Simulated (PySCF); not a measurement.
GeH6Si2 (calculated)

Calculation on a computer-drawn molecule: optimised geometry and harmonic frequencies of an isolated molecule of the commonest isotopes, restricted reference for singlets and unrestricted otherwise, frozen core in MP2; on germanium a core potential holds 10 electrons, which the energies leave out, and 3d is frozen in MP2 and coupled-cluster steps. Program: PySCF 2.14.0.

## GeH6Si2

Start structure:
```xyz
9
GeH6Si2
Si    -0.2010     1.7648     0.6518
Si     0.0992    -0.0255    -0.6684
Ge     1.9127    -0.8038     0.4650
H     -1.3477     1.3104     1.5749
H     -0.6996    -1.2346    -1.0477
H      0.6642     0.4267    -1.9698
H      3.3070    -0.2528     0.0550
H      2.1813    -2.2931     0.5775
H      1.9377    -0.4337     1.9412
```

Settings of this run: charge 0, multiplicity 1, method HF, basis cc-pV(D+d)Z and basis and core potential on germanium cc-pVDZ-PP ECP10MDF.

The calculation gives: rotational constants 8.572, 1.397, 1.249 GHz; total energy -874.6707 hartree; convergence status largest gradient component 1.026e-05 hartree/bohr.

Drawn bonds:
```csv
atom,other atom,order
1,2,1
2,3,1
1,4,1
2,5,1
2,6,1
3,7,1
3,8,1
3,9,1
```

Optimised structure:
```xyz
9
GeH6Si2
Si    -0.4852     2.1082     0.2209
Si     0.1688    -0.0378    -0.6592
Ge     2.0656    -0.8853     0.5791
H     -0.9962     1.4764     1.5004
H     -0.9319    -1.0313    -0.5433
H      0.5608     0.0399    -2.0901
H      3.2063     0.1424     0.5948
H      2.5942    -2.1770    -0.0551
H      1.6714    -1.1772     2.0320
```

Modes:
```csv
frequency (cm⁻¹),reduced mass (dalton)
67.3,1.243
76.69,4.002
152.3,1.129
338.1,8.758
378.7,1.085
408.8,3.526
469.4,1.065
484.4,1.265
666.5,1.126
720.7,1.123
818.1,1.099
889,1.04
965.8,1.018
967.5,1.018
1017,1.049
2147,1.042
2200,1.023
2209,1.024
2218,1.013
2275,1.039
2285,1.042
```
